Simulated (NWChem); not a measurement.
System: C4H5NS; SMILES c1scc(c1)N

The following NWChem deck was run.

```
start job
memory heap 200 mb stack 900 mb global 1100 mb
geometry units angstroms noautoz
  N      0.254709    -2.392125    -0.093245
  C      0.074798    -1.000266    -0.009726
  C     -1.229835    -0.396215    -0.015880
  C     -1.186526     0.967961    -0.000788
  S      0.441435     1.560560     0.009665
  C      1.076032    -0.060188     0.012703
  H     -0.440160    -2.915294     0.428912
  H      1.183769    -2.693332     0.179355
  H     -2.150956    -0.969774    -0.044004
  H     -2.018141     1.659499    -0.001835
  H      2.144994    -0.225378     0.016720
end
basis spherical
  * library def2-tzvp
end
dft
  xc hfexch
  iterations 150
  semidirect filesize 400000000
  mulliken
end
task dft energy
```

Excerpt of the output:

```
             Northwest Computational Chemistry Package (NWChem) 7.3.0
             --------------------------------------------------------

 C1  symmetry detected

                             Geometry "geometry" -> ""
                             -------------------------

 Output coordinates in angstroms (scale by  1.889725989 to convert to a.u.)

  No.       Tag          Charge          X              Y              Z
 ---- ---------------- ---------- -------------- -------------- --------------
    1 N                    7.0000     0.25746998    -2.39552470    -0.06968799
    2 C                    6.0000     0.07641772    -1.00306842     0.00031523
    3 C                    6.0000    -1.22891378    -0.40052312    -0.00530642
    4 C                    6.0000    -1.18707381     0.96378202    -0.00460208
    5 S                   16.0000     0.44024651     1.55821529    -0.00878936
    6 C                    6.0000     1.07668819    -0.06172750     0.00776386
    7 H                    1.0000    -0.43407941    -2.91399229     0.46148755
    8 H                    1.0000     1.18827656    -2.69288070     0.20117623
    9 H                    1.0000    -2.14951764    -0.97533766    -0.02267202
   10 H                    1.0000    -2.01946665     1.65437339    -0.00849153
   11 H                    1.0000     2.14584326    -0.22571241     0.00792184

 Effective nuclear repulsion energy (a.u.)     271.2474868378

  xc_inp: hfexch multiplicative factor not found.

                                 NWChem DFT Module
                                 -----------------

 Summary of "ao basis" -> "ao basis" (spherical)
 ------------------------------------------------------------------------------
       Tag                 Description            Shells   Functions and Types
 ---------------- ------------------------------  ------  ---------------------
 N                         def2-tzvp                11       31   5s3p2d1f
 C                         def2-tzvp                11       31   5s3p2d1f
 S                         def2-tzvp                13       37   5s5p2d1f
 H                         def2-tzvp                 4        6   3s1p

            General Information
            -------------------
          SCF calculation type: DFT
          Wavefunction type:  closed shell.
          No. of atoms     :    11
          No. of electrons :    52
           Alpha electrons :    26
            Beta electrons :    26
          Charge           :     0
          Spin multiplicity:     1
          Use of symmetry is: off; symmetry adaption is: off
          Maximum number of iterations: 150
          AO basis - number of functions:   222
                     number of shells:    88
          Convergence on energy requested:  1.00D-06
          Convergence on density requested:  1.00D-05
          Convergence on gradient requested:  5.00D-04

              XC Information
              --------------
                     Hartree-Fock (Exact) Exchange  1.000

      Superposition of Atomic Density Guess
      -------------------------------------

 Sum of atomic energies:        -604.97541196

      Non-variational initial energy
      ------------------------------

 Total energy =    -608.795964
 1-e energy   =   -1366.341108
 2-e energy   =     486.297657
 HOMO         =      -0.223835
 LUMO         =       0.002562

------------------------------------------------------------
EAF file 0: "./job.aoints.0" size=1229979648 bytes
------------------------------------------------------------
               write      read    awrite     aread      wait
               -----      ----    ------     -----      ----
     calls:     2346         0         0         0         0
   data(b): 1.23e+09  0.00e+00  0.00e+00  0.00e+00
   time(s): 0.00e+00  0.00e+00  0.00e+00  0.00e+00  0.00e+00
rate(mb/s): 0.00e+00  0.00e+00
------------------------------------------------------------

     ---------------------------------------------
      Total Density - Mulliken Population Analysis
     ---------------------------------------------

    Atom       Charge   Shell Charges
 -----------   ------   -------------------------------------------------------
    1 N    7     7.71   0.82  1.16  0.57  0.82  0.18  1.57  1.83  0.73  0.01  0.03  0.00
    2 C    6     5.78   0.86  1.12  0.55  0.57  0.05  1.13  1.17  0.18  0.03  0.11  0.01
    3 C    6     6.31   0.86  1.12  0.57  0.61  0.09  1.25  1.32  0.41  0.02  0.06  0.01
    4 C    6     6.18   0.86  1.12  0.56  0.63  0.09  1.14  1.31  0.37  0.02  0.07  0.01
    5 S   16    15.86   2.01  0.49  1.48  1.06  0.72  4.17  1.69  0.86  2.22  1.00  0.04  0.10  0.02
    6 C    6     6.32   0.86  1.12  0.56  0.63  0.09  1.19  1.35  0.43  0.02  0.06  0.01
    7 H    1     0.68   0.22  0.34  0.08  0.03
    8 H    1     0.69   0.22  0.35  0.08  0.03
    9 H    1     0.82   0.24  0.45  0.12  0.02
   10 H    1     0.82   0.24  0.45  0.12  0.02
   11 H    1     0.82   0.24  0.45  0.12  0.02

   convergence    iter        energy       DeltaE   RMS-Dens  Diis-err
 ---------------- ----- ----------------- --------- --------- ---------
 d= 0,ls=0.0,diis     1   -606.3545720283 -8.78D+02  2.43D-03  4.07D-01
 d= 0,ls=0.0,diis     2   -606.4195467031 -6.50D-02  1.10D-03  4.86D-02
 d= 0,ls=0.0,diis     3   -606.4264804937 -6.93D-03  5.14D-04  1.18D-02
 d= 0,ls=0.0,diis     4   -606.4283873805 -1.91D-03  1.69D-04  6.53D-04
 d= 0,ls=0.0,diis     5   -606.4285409011 -1.54D-04  7.68D-05  8.30D-05
  Resetting Diis
 d= 0,ls=0.0,diis     6   -606.4285780350 -3.71D-05  4.53D-05  1.80D-05
 d= 0,ls=0.0,diis     7   -606.4285887176 -1.07D-05  1.07D-05  1.90D-06
 d= 0,ls=0.0,diis     8   -606.4285896779 -9.60D-07  7.30D-06  6.43D-07

         Total DFT energy =     -606.428589677906
      One electron energy =    -1370.508188004176
           Coulomb energy =      547.031952038262
    Exchange-Corr. energy =      -54.199840549837
 Nuclear repulsion energy =      271.247486837844

 Numeric. integr. density =        0.000000000000

                       DFT Final Molecular Orbital Analysis
                       ------------------------------------

 Vector   24  Occ=2.000000D+00  E=-4.552100D-01
              MO Center=  1.4D-01, -5.1D-01, -3.2D-02, r^2= 4.8D+00
   Bfn.  Coefficient  Atom+Function         Bfn.  Coefficient  Atom+Function
  ----- ------------  ---------------      ----- ------------  ---------------
     8      0.258122   1 N  pz               11      0.245261   1 N  pz
   141     -0.240419   5 S  pz               14      0.193225   1 N  pz
   140     -0.173395   5 S  py              144     -0.134080   5 S  pz
   104     -0.117590   4 C  pz              101     -0.116310   4 C  pz
   143     -0.107853   5 S  py              138     -0.105526   5 S  pz

 Vector   25  Occ=2.000000D+00  E=-3.338080D-01
              MO Center= -3.8D-01,  4.5D-01, -1.8D-03, r^2= 3.0D+00
   Bfn.  Coefficient  Atom+Function         Bfn.  Coefficient  Atom+Function
  ----- ------------  ---------------      ----- ------------  ---------------
   141      0.294758   5 S  pz               70     -0.240788   3 C  pz
    73     -0.240049   3 C  pz              144      0.232586   5 S  pz
   104     -0.180307   4 C  pz              101     -0.177494   4 C  pz
    76     -0.173819   3 C  pz              172      0.140985   6 C  pz
   169      0.138558   6 C  pz              138      0.133708   5 S  pz

 Vector   26  Occ=2.000000D+00  E=-2.986632D-01
              MO Center=  3.0D-01, -2.0D-01, -3.0D-02, r^2= 3.6D+00
   Bfn.  Coefficient  Atom+Function         Bfn.  Coefficient  Atom+Function
  ----- ------------  ---------------      ----- ------------  ---------------
   141      0.239777   5 S  pz              172     -0.231173   6 C  pz
   169     -0.226510   6 C  pz              144      0.213686   5 S  pz
    42     -0.199855   2 C  pz              175     -0.193379   6 C  pz
    14      0.191913   1 N  pz               39     -0.190221   2 C  pz
     8      0.179391   1 N  pz               11      0.167858   1 N  pz

 Vector   27  Occ=0.000000D+00  E= 1.199507D-01
              MO Center= -3.5D-01,  3.5D-01,  2.7D-02, r^2= 4.3D+00
   Bfn.  Coefficient  Atom+Function         Bfn.  Coefficient  Atom+Function
  ----- ------------  ---------------      ----- ------------  ---------------
   107      0.694101   4 C  pz              144     -0.555568   5 S  pz
    76     -0.496510   3 C  pz              175      0.496049   6 C  pz
   101      0.236598   4 C  pz               45     -0.229981   2 C  pz
   201      0.222822   8 H  s               104      0.221579   4 C  pz
   166     -0.218243   6 C  s                43      0.177730   2 C  px

 Vector   28  Occ=0.000000D+00  E= 1.305841D-01
              MO Center=  3.6D-01, -2.5D+00,  4.8D-01, r^2= 6.7D+00
   Bfn.  Coefficient  Atom+Function         Bfn.  Coefficient  Atom+Function
  ----- ------------  ---------------      ----- ------------  ---------------
     5      2.874599   1 N  s                44      1.453829   2 C  py
   195     -1.297842   7 H  s               201     -1.193636   8 H  s
    36      1.183443   2 C  s               207     -1.187649   9 H  s
   219     -1.178991  11 H  s                74     -1.120414   3 C  px
   173      1.104600   6 C  px               67     -0.971629   3 C  s

 Vector   29  Occ=0.000000D+00  E= 1.665218D-01
              MO Center= -1.9D+00,  1.2D+00,  1.4D-03, r^2= 7.1D+00
   Bfn.  Coefficient  Atom+Function         Bfn.  Coefficient  Atom+Function
  ----- ------------  ---------------      ----- ------------  ---------------
    98      3.619783   4 C  s               213     -3.069963  10 H  s
   166     -2.719022   6 C  s                44      2.334388   2 C  py
   207     -2.190022   9 H  s                36      1.846185   2 C  s
    75     -1.843154   3 C  py               74     -1.274761   3 C  px
     5      1.261733   1 N  s               105     -0.980757   4 C  px

[...]
```

Level: Hartree-Fock/def2-TZVP. Coordinates come from a B3LYP/6-31G* (spherical d) optimisation.
